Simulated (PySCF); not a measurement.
How many f electrons in PrN?

Unrestricted PBE0; PySCF, spin-free X2C with a Gaussian nucleus, basis sets Pr x2c-TZVPall, N x2c-TZVPall. The search starts from ions with several 4f fillings and holds each by maximum overlap.

The lowest solution has 2Ms+1 = 3, about 2.2 4f electrons, near 1.74 Å.

Solutions at the starting distance of 2.047 Å, counted from the lowest; the search is not exhaustive:

```json
{"2Ms+1": "3", "4f population": "2.22", "E (eV)": "0.00", "⟨S²⟩": "2.08", "⟨Lz²⟩": "9.0", "μ (D)": "-7.98"}
{"2Ms+1": "3", "4f population": "2.25", "E (eV)": "0.02", "⟨S²⟩": "2.05", "⟨Lz²⟩": "10.0", "μ (D)": "-8.64"}
{"2Ms+1": "5", "4f population": "2.21", "E (eV)": "0.26", "⟨S²⟩": "6.01", "⟨Lz²⟩": "9.0", "μ (D)": "-4.33"}
{"2Ms+1": "5", "4f population": "2.24", "E (eV)": "0.31", "⟨S²⟩": "6.01", "⟨Lz²⟩": "10.0", "μ (D)": "-4.27"}
{"2Ms+1": "3", "4f population": "2.24", "E (eV)": "0.49", "⟨S²⟩": "3.05", "⟨Lz²⟩": "10.7", "μ (D)": "-4.37"}
{"2Ms+1": "3", "4f population": "2.19", "E (eV)": "0.54", "⟨S²⟩": "3.05", "⟨Lz²⟩": "10.1", "μ (D)": "-4.43"}
{"2Ms+1": "3", "4f population": "2.21", "E (eV)": "0.66", "⟨S²⟩": "3.01", "⟨Lz²⟩": "10.2", "μ (D)": "-4.48"}
{"2Ms+1": "5", "4f population": "2.79", "E (eV)": "0.71", "⟨S²⟩": "6.01", "⟨Lz²⟩": "9.0", "μ (D)": "-6.90"}
{"2Ms+1": "3", "4f population": "2.80", "E (eV)": "0.88", "⟨S²⟩": "3.05", "⟨Lz²⟩": "9.0", "μ (D)": "-6.81"}
{"2Ms+1": "7", "4f population": "2.89", "E (eV)": "1.96", "⟨S²⟩": "12.01", "⟨Lz²⟩": "10.0", "μ (D)": "-2.01"}
{"2Ms+1": "7", "4f population": "2.18", "E (eV)": "2.48", "⟨S²⟩": "12.01", "⟨Lz²⟩": "15.1", "μ (D)": "-2.22"}
{"2Ms+1": "7", "4f population": "2.34", "E (eV)": "3.17", "⟨S²⟩": "12.01", "⟨Lz²⟩": "12.5", "μ (D)": "0.00"}
{"2Ms+1": "5", "4f population": "2.77", "E (eV)": "5.73", "⟨S²⟩": "6.01", "⟨Lz²⟩": "12.1", "μ (D)": "0.30"}
```

Partly filled real f orbitals mix terms, so no term symbols are given. A population far from a whole number shows f orbitals mixing with d and ligand orbitals, not a clean configuration. A positive dipole means Pr(−)N(+).

Spin–orbit coupling is left out. Counting both spins, an empty level lies below a filled one in some of these solutions, because spin and occupation are held. With d or f electrons several states lie close, and the lowest PBE0 determinant need not be the measured ground state.
